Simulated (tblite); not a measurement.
A geometry optimisation, step by step.

C2H6B3BrSi.
Numbering: `[BH2:1][Si@H:2]([BH:3][Br:4])[BH:5][C:6]#[CH:7]` (hydrogens: H8, H9 on B1; H10 on Si2; H11 on B3; H12 on B5; H13 on C7)

Computed with GFN2-xTB (tblite), gas phase: L-BFGS steps from a force-field or distance-geometry start until the largest atomic force falls under 0.01 eV/Å. 11 of its 79 geometries are shown.

Step 0: E = -455.1361 eV, largest atomic force 1.571 eV/Å
```
atom  x, y, z in Å  |  force x, y, z in eV/Å
B1     -1.477    1.210    1.026    1.170   0.677   0.556
Si2    -0.932    0.436   -0.668   -0.721  -0.338   0.285
B3     -1.329   -1.469   -0.678    0.977  -1.023   0.286
Br4    -0.853   -2.579    0.894   -0.492   0.747  -1.211
B5      0.981    0.695   -0.878    0.956   0.203   1.230
C6      1.947   -0.112   -0.018   -0.619   0.506  -0.842
C7      2.712   -0.746    0.666    0.323  -0.337   0.311
H8     -1.192    0.646    2.025   -0.421   0.054  -0.162
H9     -1.552    2.386    1.092   -0.440  -0.279   0.081
H10    -1.645    1.094   -1.754   -0.249   0.225  -0.548
H11    -1.371   -2.004   -1.735   -0.324  -0.307   0.498
H12     1.336    1.750   -1.271    0.112  -0.358  -0.254
H13     3.372   -1.307    1.282   -0.270   0.231  -0.231
```

Step 8: E = -455.5989 eV, largest atomic force 0.195 eV/Å
```
atom  x, y, z in Å  |  force x, y, z in eV/Å
B1     -1.323    1.275    1.067   -0.132  -0.087  -0.094
Si2    -0.976    0.437   -0.660    0.096  -0.022   0.089
B3     -1.198   -1.513   -0.721   -0.024  -0.015  -0.026
Br4    -0.898   -2.548    0.812    0.027   0.021  -0.047
B5      0.977    0.764   -0.750    0.000   0.038  -0.093
C6      1.950   -0.102   -0.035   -0.068   0.085   0.141
C7      2.700   -0.750    0.657    0.109  -0.105   0.123
H8     -1.239    0.651    2.052    0.067   0.072   0.065
H9     -1.624    2.400    1.125   -0.011   0.075   0.094
H10    -1.659    1.094   -1.806    0.011  -0.021  -0.023
H11    -1.438   -2.110   -1.701   -0.053  -0.085  -0.028
H12     1.366    1.706   -1.323    0.051   0.029  -0.073
H13     3.359   -1.304    1.267   -0.073   0.015  -0.128
```

Step 16: E = -455.6220 eV, largest atomic force 0.164 eV/Å
```
atom  x, y, z in Å  |  force x, y, z in eV/Å
B1     -1.351    1.276    1.070    0.016  -0.053  -0.057
Si2    -0.968    0.428   -0.655    0.104   0.097   0.081
B3     -1.199   -1.525   -0.746   -0.013   0.006   0.047
Br4    -0.881   -2.547    0.790    0.044  -0.044   0.023
B5      0.987    0.792   -0.747   -0.008  -0.004   0.016
C6      1.940   -0.053    0.024   -0.005   0.024   0.028
C7      2.690   -0.747    0.671    0.047  -0.033   0.048
H8     -1.216    0.684    2.069    0.029  -0.025   0.017
H9     -1.645    2.404    1.155   -0.039   0.017  -0.043
H10    -1.643    1.073   -1.810   -0.023   0.011  -0.047
H11    -1.473   -2.143   -1.705   -0.034   0.022  -0.045
H12     1.400    1.696   -1.369   -0.036  -0.049  -0.003
H13     3.356   -1.338    1.236   -0.083   0.032  -0.064
```

Step 23: E = -455.6301 eV, largest atomic force 0.088 eV/Å
```
atom  x, y, z in Å  |  force x, y, z in eV/Å
B1     -1.351    1.272    1.071    0.002   0.013  -0.012
Si2    -0.949    0.434   -0.650   -0.075   0.027   0.038
B3     -1.201   -1.518   -0.734    0.031   0.010  -0.025
Br4    -0.841   -2.569    0.772    0.031  -0.018   0.011
B5      0.993    0.808   -0.730    0.026  -0.001  -0.025
C6      1.939   -0.013    0.070    0.003  -0.015  -0.021
C7      2.684   -0.739    0.686    0.000  -0.028   0.003
H8     -1.184    0.688    2.074    0.003   0.054  -0.052
H9     -1.689    2.393    1.134   -0.016  -0.071   0.019
H10    -1.632    1.060   -1.818    0.015  -0.002   0.021
H11    -1.511   -2.112   -1.699   -0.039   0.009   0.006
H12     1.403    1.669   -1.408    0.011   0.021  -0.005
H13     3.336   -1.373    1.214    0.008   0.000   0.040
```

Step 31: E = -455.6383 eV, largest atomic force 0.170 eV/Å
```
atom  x, y, z in Å  |  force x, y, z in eV/Å
B1     -1.368    1.276    1.061    0.022   0.093   0.140
Si2    -0.932    0.443   -0.643   -0.040  -0.023  -0.074
B3     -1.180   -1.512   -0.725   -0.102   0.035  -0.060
Br4    -0.740   -2.598    0.736    0.021   0.032  -0.079
B5      1.011    0.805   -0.740    0.066   0.009  -0.004
C6      1.952   -0.018    0.067   -0.021  -0.027  -0.029
C7      2.666   -0.761    0.701   -0.031   0.076  -0.027
H8     -1.122    0.729    2.066    0.000  -0.017   0.002
H9     -1.792    2.365    1.138   -0.025  -0.059  -0.048
H10    -1.617    1.063   -1.815    0.019  -0.027   0.022
H11    -1.603   -2.062   -1.677    0.046  -0.041   0.101
H12     1.415    1.658   -1.434    0.029  -0.017   0.022
H13     3.308   -1.387    1.249    0.015  -0.036   0.034
```

Step 39: E = -455.6498 eV, largest atomic force 0.100 eV/Å
```
atom  x, y, z in Å  |  force x, y, z in eV/Å
B1     -1.377    1.289    1.069    0.000   0.021   0.046
Si2    -0.908    0.465   -0.633   -0.021  -0.039  -0.090
B3     -1.199   -1.485   -0.718   -0.002  -0.024  -0.042
Br4    -0.575   -2.613    0.638   -0.001   0.022   0.007
B5      1.042    0.796   -0.766    0.037   0.020   0.008
C6      1.963   -0.040    0.051   -0.011   0.001   0.009
C7      2.646   -0.775    0.726   -0.016   0.027  -0.026
H8     -1.029    0.791    2.071   -0.019   0.028   0.009
H9     -1.960    2.304    1.130    0.027  -0.070  -0.003
H10    -1.596    1.064   -1.811   -0.015   0.030   0.005
H11    -1.727   -2.027   -1.619    0.009   0.028   0.050
H12     1.463    1.640   -1.462    0.007  -0.041   0.021
H13     3.253   -1.407    1.307    0.003  -0.003   0.006
```

Step 47: E = -455.6522 eV, largest atomic force 0.037 eV/Å
```
atom  x, y, z in Å  |  force x, y, z in eV/Å
B1     -1.374    1.280    1.069    0.005  -0.022  -0.005
Si2    -0.901    0.470   -0.644    0.002  -0.006  -0.036
B3     -1.197   -1.479   -0.721   -0.006   0.024   0.015
Br4    -0.526   -2.606    0.613   -0.005   0.009   0.002
B5      1.049    0.795   -0.770    0.017   0.005   0.005
C6      1.959   -0.040    0.059    0.004   0.001  -0.002
C7      2.641   -0.777    0.733   -0.015   0.010   0.000
H8     -1.002    0.816    2.077    0.006  -0.013  -0.008
H9     -2.003    2.263    1.121   -0.013   0.017   0.007
H10    -1.600    1.082   -1.811    0.005   0.000   0.026
H11    -1.773   -2.014   -1.592   -0.007  -0.017  -0.007
H12     1.485    1.625   -1.472    0.001  -0.013   0.005
H13     3.238   -1.415    1.320    0.006   0.005  -0.002
```

Step 55: E = -455.6529 eV, largest atomic force 0.019 eV/Å
```
atom  x, y, z in Å  |  force x, y, z in eV/Å
B1     -1.371    1.272    1.063   -0.008  -0.004   0.017
Si2    -0.900    0.471   -0.653   -0.003   0.004  -0.011
B3     -1.203   -1.476   -0.723    0.007  -0.003   0.004
Br4    -0.535   -2.591    0.626   -0.011   0.008  -0.006
B5      1.052    0.796   -0.771   -0.007  -0.007  -0.006
C6      1.958   -0.040    0.061    0.010   0.007  -0.002
C7      2.640   -0.775    0.737   -0.001   0.014  -0.006
H8     -1.002    0.797    2.068    0.004  -0.006  -0.005
H9     -1.998    2.256    1.122    0.002  -0.002   0.008
H10    -1.608    1.097   -1.805    0.010  -0.007  -0.012
H11    -1.774   -2.023   -1.591   -0.004   0.005   0.007
H12     1.492    1.624   -1.472    0.002  -0.005   0.003
H13     3.245   -1.407    1.320   -0.001  -0.005   0.008
```

Step 62: E = -455.6535 eV, largest atomic force 0.023 eV/Å
```
atom  x, y, z in Å  |  force x, y, z in eV/Å
B1     -1.370    1.262    1.061   -0.003  -0.005   0.009
Si2    -0.898    0.477   -0.664    0.014  -0.003  -0.002
B3     -1.209   -1.470   -0.722   -0.008  -0.007   0.005
Br4    -0.542   -2.575    0.633   -0.005   0.002  -0.005
B5      1.055    0.793   -0.778   -0.003   0.021   0.010
C6      1.962   -0.034    0.063   -0.008  -0.015  -0.008
C7      2.646   -0.766    0.740   -0.015  -0.001   0.004
H8     -0.992    0.774    2.056   -0.003   0.005  -0.003
H9     -2.005    2.241    1.137    0.008  -0.012   0.002
H10    -1.603    1.103   -1.817    0.009  -0.005  -0.004
H11    -1.791   -2.022   -1.580    0.002   0.011   0.004
H12     1.500    1.619   -1.477   -0.001   0.005  -0.018
H13     3.242   -1.401    1.329    0.013   0.005   0.006
```

Step 70: E = -455.6540 eV, largest atomic force 0.022 eV/Å
```
atom  x, y, z in Å  |  force x, y, z in eV/Å
B1     -1.369    1.250    1.061    0.005  -0.008  -0.011
Si2    -0.890    0.483   -0.671    0.008  -0.007   0.019
B3     -1.216   -1.462   -0.718   -0.002   0.005  -0.016
Br4    -0.536   -2.567    0.629   -0.004  -0.013   0.007
B5      1.062    0.796   -0.784    0.003   0.001  -0.004
C6      1.963   -0.033    0.061   -0.004   0.003  -0.003
C7      2.640   -0.762    0.748    0.009  -0.006   0.008
H8     -0.977    0.761    2.049   -0.002   0.001   0.005
H9     -2.022    2.215    1.149   -0.002   0.003   0.000
H10    -1.590    1.106   -1.828   -0.006   0.007  -0.004
H11    -1.818   -2.009   -1.565   -0.001   0.003   0.006
H12     1.510    1.614   -1.491    0.001   0.002  -0.005
H13     3.238   -1.392    1.342   -0.006   0.009  -0.002
```

Step 78: E = -455.6542 eV, largest atomic force 0.009 eV/Å
```
atom  x, y, z in Å  |  force x, y, z in eV/Å
B1     -1.366    1.242    1.062    0.000   0.005  -0.003
Si2    -0.882    0.482   -0.672    0.000   0.001  -0.001
B3     -1.220   -1.460   -0.718   -0.003   0.002   0.000
Br4    -0.547   -2.574    0.628   -0.001   0.005  -0.007
B5      1.069    0.797   -0.793    0.000  -0.003   0.004
C6      1.968   -0.029    0.057    0.008   0.003   0.004
C7      2.641   -0.754    0.753   -0.001  -0.002  -0.005
H8     -0.974    0.753    2.050   -0.001   0.001  -0.001
H9     -2.027    2.202    1.151    0.003  -0.004   0.001
H10    -1.584    1.111   -1.825   -0.002  -0.005   0.006
H11    -1.835   -2.002   -1.559   -0.001   0.000  -0.003
H12     1.518    1.613   -1.504   -0.005  -0.006   0.000
H13     3.234   -1.381    1.353    0.002   0.003   0.005
```

Problem. Summarise the path.

Solution. The energy falls by 49.99 kJ/mol from step 0 to step 78; nine tenths of that is first reached at step 9. It falls at every step. The largest force goes from 1.571 to 0.009 eV/Å. Among the bonds B3–Br4 changes most, from 1.982 to 1.871 Å; the atoms move by 0.272 Å rms after alignment.

The cost below is that of the whole relaxation. Time: 0.89 s wall. Hardware: one thread of an Arm Neoverse N1, shared host.
